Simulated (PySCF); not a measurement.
CLiN, SMILES [Li][C][N] (connectivity only; charge and spin as stated), neutral, multiplicity 1.

Geometry: PBE-D3(BJ)/def2-TZVPD.

Calculation: PySCF 2.14.0 with PBE-D3(BJ)/def2-TZVPD.

Frequencies are harmonic and unscaled.

Modes within 1.5 cm⁻¹ of each other (mostly degenerate sets) share a row, with their intensities summed.

```tsv
mode	ν (cm⁻¹)	IR (km/mol)	moving atoms (share of kinetic energy)
1–2	165	70.7	C 63 %, N 21 %, Li 16 %
3	628	119.6	Li 79 %, N 14 %
4	2157	13.7	C 56 %, N 44 %
```
